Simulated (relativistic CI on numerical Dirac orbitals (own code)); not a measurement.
# L2,3 absorption of iron in several valence states

Computed multiplet spectra 2p⁶3dⁿ → 2p⁵3dⁿ⁺¹ (Dirac-Coulomb-Breit ions, Slater integrals scaled by 0.7, an assumed crystal field that grows with the charge, no charge transfer; 300 K; Lorentzian 0.4 eV and Gaussian 0.3 eV FWHM at both edges, so that L2 comes out sharper than in experiment). Peaks over 5 % are given in eV from the highest peak in the L3 region of each spectrum (height, largest 100). S of the lowest state is read from ⟨S²⟩, and the branching ratio is the share of L3, cut at the minimum between the edges.

Field parameters in Wybourne normalisation: Oh B⁴₀ = 21Dq, B⁴₄ = √(5/14) B⁴₀. The field is a parameter set, without covalency.

- Fe²⁺ (d6, Oh, 10Dq = 8500 cm⁻¹): S = 2.00, high spin, branching ratio 0.76; peaks 0.0 (100), 1.0 (62), 2.5 (23), 11.6 (13), 12.7 (34), 15.3 (9)
- Fe³⁺ (d5, Oh, 10Dq = 10950 cm⁻¹): S = 2.50, high spin, branching ratio 0.75; peaks -1.5 (28), 0.0 (100), 1.4 (29), 3.4 (10), 11.5 (16), 13.2 (22), 14.3 (18)
- Fe⁴⁺ (d4, Oh, 10Dq = 13450 cm⁻¹): S = 1.99, high spin, branching ratio 0.67; peaks -1.8 (42), -1.1 (42), 0.0 (100), 1.4 (65), 2.9 (28), 8.5 (19), 9.9 (32), 10.6 (26), 12.6 (29), 13.5 (42)
- Fe⁵⁺ (d3, Oh, 10Dq = 15900 cm⁻¹): S = 1.50, branching ratio 0.60; peaks -1.8 (49), 0.0 (100), 0.9 (90), 3.1 (24), 4.5 (13), 9.3 (23), 10.7 (78), 12.2 (39), 13.2 (64)

The centroid of the whole edge, which also moves with the branching ratio, lies at 713.0 (Fe²⁺), 716.1 (Fe³⁺), 720.1 (Fe⁴⁺), 725.2 (Fe⁵⁺) eV in this ionic model, in steps of 3.1 to 5.1 eV. Compounds show about 1 to 2 eV a unit and lower energies for the high valences, since ligands screen the charge. The multiplet shape follows the d count and the spin state, and so serves as a fingerprint of valence.
